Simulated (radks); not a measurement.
The mean radii <r> (bohr) of the occupied orbitals of an atom or ion are listed with their occupations. Method: scalar-relativistic Kohn-Sham, BLYP, spin-unpolarised, spherical densities, point nucleus; computed with a radial shooting solver on a logarithmic mesh with Libxc functionals.

| orbital | occ. | <r> |
|---|---|---|
| 1s | 2 | 0.03263 |
| 2s | 2 | 0.1419 |
| 2p | 6 | 0.1237 |
| 3s | 2 | 0.3908 |
| 3p | 6 | 0.3905 |
| 3d | 10 | 0.3703 |
| 4s | 2 | 0.9718 |
| 4p | 6 | 1.064 |
| 4d | 6 | 1.373 |

Name the element and its charge.

Answer. Z = 45, rhodium, charge +3: Rh3+ in [Kr] 4d6. The 1s radius gives Z: for a bare nucleus <r> = (2 gamma + 1)/(2Z) with gamma = sqrt(1 - (Z/c)^2), 0.0321 bohr for Z = 45, and screening makes it slightly larger (0.03263 here). The occupations add up to 42, and the charge is Z minus that.
